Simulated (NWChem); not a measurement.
MgSiNH₅; SMILES [SiH3][Mg][NH2]

```xyz
8

Mg     0.0001    -0.7176     0.0009
N      0.0001    -2.6109    -0.0006
H      0.8149    -3.2186    -0.0002
H     -0.8147    -3.2188    -0.0004
Si     0.0002     1.8571     0.0000
H     -1.3348     2.4377    -0.3743
H      0.9871     2.4413    -0.9714
H      0.3428     2.4465     1.3393
```
Atoms are numbered in this order, from 1.

All runs use the structure optimised with PBE0/def2-SVP.

List the 4 lowest vertical singlet excitations from PBE0/def2-SVPD, TDA (NWChem).


```csv
state,energy (eV),oscillator strength,leading excitation (squared amplitude)
S1,4.32,0.051,HOMO → LUMO (0.98)
S2,4.40,0.000,HOMO → LUMO+1 (0.99)
S3,5.04,0.009,HOMO → LUMO+2 (0.90)
S4,5.41,0.136,HOMO−1 → LUMO+1 (0.97)
```
